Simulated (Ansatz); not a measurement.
Steps of a relaxation of `C[SiH](F)S[SiH](O)O` with RKS PBE0-D4/def2-TZVP.

```sh
$ ansatz run in.yaml --threads 2 --pin off --events-out ev --progress --plain --max-ram 32768MiB --backend cuda --devices 0, --max-vram 18GiB
```

```yaml
crystal:
  periodic: [false, false, false]
  atoms:
    - {symbol: C, position_ang: [-0.051790, 2.149850, 0.316880]}
    - {symbol: Si, position_ang: [0.241720, 0.695570, 1.481240]}
    - {symbol: F, position_ang: [-1.226890, 0.094050, 1.826300]}
    - {symbol: S, position_ang: [1.389850, -0.878090, 0.613450]}
    - {symbol: Si, position_ang: [0.218670, -1.349450, -1.152120]}
    - {symbol: O, position_ang: [0.318450, -2.947570, -1.365050]}
    - {symbol: O, position_ang: [-1.318180, -0.898500, -1.009740]}
    - {symbol: H, position_ang: [-0.617880, 2.933110, 0.811860]}
    - {symbol: H, position_ang: [-0.614330, 1.831940, -0.557930]}
    - {symbol: H, position_ang: [0.883420, 2.580340, -0.026370]}
    - {symbol: H, position_ang: [0.847740, 0.958230, 2.767050]}
    - {symbol: H, position_ang: [0.690770, -0.565680, -2.272130]}
    - {symbol: H, position_ang: [1.112270, -3.429650, -1.150410]}
    - {symbol: H, position_ang: [-1.873810, -1.174160, -0.283040]}
basis:
  gaussian: {orbitals: def2-TZVP}
hamiltonian: {xc: pbe0, dispersion: d4}
relax: {f_tol: 0.005, max_steps: 150}
```

Positions (Å) and forces (eV/Å) along the path, 10 of 23 steps:

```xyz
14
step=1 energy=-34545.4192 eV
C    -0.052    2.150    0.317    0.219   -0.429    0.478
Si    0.242    0.696    1.481   -1.005   -0.269   -1.156
F    -1.227    0.094    1.826    0.303    0.186   -0.031
S     1.390   -0.878    0.613   -0.046    0.023   -0.095
Si    0.219   -1.349   -1.152    0.295    0.297    0.796
O     0.318   -2.948   -1.365   -0.110   -0.389   -0.225
O    -1.318   -0.898   -1.010   -0.535    0.224   -0.154
H    -0.618    2.933    0.812   -0.144    0.140    0.174
H    -0.614    1.832   -0.558   -0.086   -0.182   -0.057
H     0.883    2.580   -0.026    0.252    0.047   -0.027
H     0.848    0.958    2.767    0.390    0.316    0.491
H     0.691   -0.566   -2.272    0.284    0.179   -0.486
H     1.112   -3.430   -1.150    0.177   -0.073    0.089
H    -1.874   -1.174   -0.283    0.007   -0.070    0.204
14
step=3 energy=-34545.5027 eV
C    -0.061    2.111    0.316   -0.008   -0.110    0.018
Si    0.202    0.661    1.441   -0.287    0.068    0.101
F    -1.260    0.078    1.827    0.303    0.072   -0.063
S     1.396   -0.885    0.613   -0.020   -0.027   -0.010
Si    0.231   -1.323   -1.143    0.174    0.080    0.118
O     0.313   -2.930   -1.383   -0.012   -0.171   -0.109
O    -1.311   -0.853   -0.983   -0.240    0.106   -0.100
H    -0.630    2.890    0.831    0.016   -0.022   -0.017
H    -0.626    1.790   -0.563    0.015    0.060    0.003
H     0.894    2.528   -0.010   -0.026   -0.012    0.021
H     0.863    1.026    2.718   -0.007   -0.024   -0.044
H     0.738   -0.556   -2.297   -0.002   -0.039   -0.003
H     1.095   -3.426   -1.139   -0.010    0.057    0.041
H    -1.844   -1.113   -0.229    0.103   -0.037    0.045
14
step=6 energy=-34545.5163 eV
C    -0.072    2.102    0.318    0.032   -0.059    0.028
Si    0.209    0.663    1.444   -0.064    0.032    0.057
F    -1.227    0.070    1.865    0.027    0.014   -0.010
S     1.375   -0.899    0.605    0.048   -0.063   -0.038
Si    0.227   -1.316   -1.163    0.022    0.039   -0.030
O     0.325   -2.922   -1.436   -0.226    0.180   -0.155
O    -1.323   -0.842   -1.012    0.016    0.045   -0.050
H    -0.703    2.847    0.805   -0.042    0.032    0.044
H    -0.566    1.774   -0.596   -0.039    0.008   -0.065
H     0.877    2.571    0.057    0.050    0.008   -0.018
H     0.913    1.028    2.696   -0.016    0.003   -0.011
H     0.745   -0.552   -2.313   -0.025   -0.011    0.010
H     1.034   -3.416   -1.038    0.245   -0.199    0.178
H    -1.814   -1.109   -0.232   -0.029   -0.028    0.061
14
step=14 energy=-34545.5539 eV
C    -0.098    2.121    0.351    0.001    0.001    0.007
Si    0.208    0.640    1.415   -0.016    0.008   -0.009
F    -1.218   -0.017    1.781    0.008    0.000   -0.010
S     1.439   -0.845    0.523    0.022    0.001    0.025
Si    0.294   -1.311   -1.233   -0.032   -0.003   -0.028
O     0.523   -2.903   -1.514    0.032   -0.009    0.061
O    -1.261   -0.852   -1.039    0.000   -0.005    0.009
H    -0.714    2.848    0.887    0.001   -0.003    0.001
H    -0.614    1.841   -0.570    0.001   -0.007   -0.001
H     0.850    2.596    0.091   -0.003    0.001    0.000
H     0.865    0.978    2.698    0.004   -0.008   -0.008
H     0.757   -0.598   -2.433    0.005   -0.001    0.000
H     0.668   -3.474   -0.756   -0.028    0.021   -0.048
H    -1.700   -1.024   -0.201    0.004    0.003    0.001
14
step=16 energy=-34545.5553 eV
C    -0.095    2.130    0.354   -0.007    0.011   -0.009
Si    0.203    0.645    1.411    0.013   -0.015    0.024
F    -1.229   -0.015    1.757    0.006    0.002   -0.010
S     1.441   -0.836    0.524    0.001   -0.006    0.007
Si    0.301   -1.318   -1.233    0.015    0.002   -0.027
O     0.559   -2.902   -1.522   -0.001    0.034   -0.024
O    -1.260   -0.882   -1.034    0.005    0.006    0.003
H    -0.725    2.850    0.885   -0.003   -0.005   -0.001
H    -0.596    1.850   -0.575    0.005    0.007    0.003
H     0.853    2.616    0.110   -0.005   -0.011   -0.002
H     0.849    0.969    2.704   -0.008    0.006   -0.012
H     0.761   -0.604   -2.434   -0.002    0.000    0.003
H     0.612   -3.498   -0.774   -0.004   -0.029    0.031
H    -1.674   -1.004   -0.175   -0.014   -0.004    0.014
14
step=18 energy=-34545.5556 eV
C    -0.098    2.124    0.350   -0.004   -0.005   -0.008
Si    0.205    0.641    1.411    0.008    0.008    0.006
F    -1.226   -0.021    1.756   -0.004   -0.004    0.001
S     1.447   -0.840    0.532   -0.008    0.000   -0.002
Si    0.308   -1.312   -1.229    0.007   -0.006   -0.009
O     0.560   -2.896   -1.525   -0.001   -0.004    0.014
O    -1.252   -0.872   -1.028    0.002   -0.002    0.009
H    -0.734    2.840    0.877    0.003    0.000    0.003
H    -0.593    1.840   -0.581    0.001    0.001    0.000
H     0.849    2.612    0.109    0.001    0.002    0.001
H     0.845    0.974    2.704    0.001    0.003    0.004
H     0.773   -0.596   -2.426   -0.001    0.001    0.001
H     0.584   -3.499   -0.780   -0.002    0.008   -0.014
H    -1.667   -0.994   -0.169   -0.002   -0.001   -0.006
14
step=19 energy=-34545.5557 eV
C    -0.098    2.123    0.350   -0.002   -0.001   -0.001
Si    0.205    0.642    1.413   -0.004   -0.002   -0.006
F    -1.225   -0.020    1.759    0.000    0.001    0.001
S     1.445   -0.840    0.532    0.002   -0.005    0.002
Si    0.308   -1.312   -1.230    0.000    0.003   -0.004
O     0.560   -2.896   -1.526    0.002    0.010    0.003
O    -1.252   -0.872   -1.029    0.000   -0.002    0.006
H    -0.732    2.841    0.877    0.000    0.001    0.000
H    -0.594    1.840   -0.580    0.000    0.000    0.001
H     0.849    2.611    0.107    0.000    0.001    0.000
H     0.846    0.977    2.705    0.002    0.000    0.000
H     0.773   -0.595   -2.426    0.000   -0.001    0.000
H     0.585   -3.499   -0.781   -0.001   -0.006    0.001
H    -1.668   -0.999   -0.172   -0.001    0.001   -0.003
14
step=20 energy=-34545.5557 eV
C    -0.098    2.123    0.349   -0.002   -0.001    0.001
Si    0.204    0.643    1.413    0.002   -0.001    0.002
F    -1.227   -0.018    1.760    0.000    0.001    0.000
S     1.444   -0.843    0.536   -0.003    0.003    0.001
Si    0.309   -1.311   -1.228    0.000    0.003    0.007
O     0.565   -2.894   -1.529    0.003   -0.007   -0.005
O    -1.252   -0.877   -1.027   -0.003    0.005   -0.005
H    -0.729    2.843    0.877    0.002   -0.001    0.000
H    -0.597    1.840   -0.579    0.000    0.000   -0.002
H     0.850    2.608    0.103   -0.001    0.000   -0.001
H     0.845    0.980    2.704    0.000   -0.001   -0.001
H     0.774   -0.591   -2.422    0.000    0.000   -0.001
H     0.580   -3.502   -0.788    0.000    0.000    0.000
H    -1.669   -1.001   -0.170    0.001   -0.002    0.004
14
step=21 energy=-34545.5557 eV
C    -0.097    2.121    0.347    0.001   -0.002   -0.002
Si    0.204    0.644    1.415   -0.004   -0.001   -0.001
F    -1.228   -0.015    1.764    0.003    0.002    0.000
S     1.441   -0.845    0.541    0.002   -0.003    0.001
Si    0.309   -1.310   -1.226    0.002   -0.001   -0.006
O     0.567   -2.891   -1.533   -0.001    0.002    0.003
O    -1.253   -0.878   -1.024   -0.002   -0.001    0.001
H    -0.729    2.842    0.871   -0.001    0.001    0.001
H    -0.594    1.835   -0.582    0.002    0.001    0.004
H     0.851    2.607    0.102    0.000   -0.001    0.000
H     0.846    0.981    2.705   -0.002    0.002   -0.001
H     0.773   -0.585   -2.418    0.001    0.001    0.000
H     0.580   -3.503   -0.795    0.000    0.000    0.000
H    -1.669   -1.003   -0.167    0.000    0.000    0.002
14
step=23 energy=-34545.5557 eV
C    -0.094    2.119    0.343    0.001   -0.001   -0.001
Si    0.202    0.644    1.416   -0.003    0.001    0.001
F    -1.232   -0.010    1.766    0.002    0.000    0.000
S     1.436   -0.850    0.548    0.001    0.001    0.001
Si    0.308   -1.308   -1.223    0.000   -0.003    0.001
O     0.573   -2.887   -1.539   -0.001    0.001   -0.001
O    -1.255   -0.883   -1.019    0.000   -0.001   -0.004
H    -0.725    2.844    0.866    0.000    0.000    0.000
H    -0.593    1.832   -0.584    0.000    0.001    0.001
H     0.854    2.601    0.096    0.000   -0.001    0.000
H     0.843    0.985    2.706    0.000    0.000    0.000
H     0.771   -0.575   -2.410   -0.001    0.000    0.001
H     0.581   -3.505   -0.806    0.000    0.002    0.000
H    -1.669   -1.008   -0.161    0.001    0.000    0.002
```

Run time 46 s (2 threads of an AMD EPYC 7R13 on a shared host and a share of an NVIDIA H100 80 GB); peak host memory 0.94 GiB.
